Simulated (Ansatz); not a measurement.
Ideal-gas functions of `[CH3][Ge][Br]` at 500 K and 1 bar, from an Ansatz frequency run at PBE0-D4/def2-TZVP.

Molar mass 167.55 g/mol, point group Cs (symmetry number 1), electronic degeneracy 1, moments of inertia 50.7, 252.537, 300.109 u Å². Harmonic wavenumbers (cm⁻¹, unscaled): 85, 174, 281, 556, 580, 746, 1220, 1423, 1429, 3036, 3124, 3141.

Use S(trans) = R[1.5 ln M + 2.5 ln T − 1.1517]; rotational temperatures θ = 24.2544 K / I; S(rot) = R[ln(√π/σ · √(T³/θAθBθC)) + 1.5]; for each mode x = 1.438777 ν̃/T, S = R[x/(eˣ − 1) − ln(1 − e⁻ˣ)] and H = RT x/(eˣ − 1); 1 cm⁻¹ = 0.0119627 kJ/mol; R = 8.31446 J/(mol·K).

Question: By hand: the entropy, in J/(mol·K).

Answer: Translation 183.5. Rotation: θ = 0.4784, 0.096, 0.0808 K, giving 118.0. Vibration, mode by mode: 20.04, 14.15, 10.30, 5.24, 4.96, 3.40, 1.15, 0.72, 0.71, 0.01, 0.01, 0.01, in all 60.7. Electronic 0.0. Sum 362.2 J/(mol·K).

Question: By hand: H − E and G − E in kJ/mol, counted from the electronic energy.

Answer: Zero-point energy ½ × 15795 × 0.0119627 = 94.5; thermal vibration 15.1; translation, rotation and pV give 4 RT = 16.6. H − E = 126.2 kJ/mol, and G − E = 126.2 − 500 × 362.2/1000 = -54.9 kJ/mol.

Vibration gives 17 % of the entropy, 20.0 J/(mol·K) of it from the mode under 150 cm⁻¹: soft modes count most, and the harmonic formula is weakest for them.
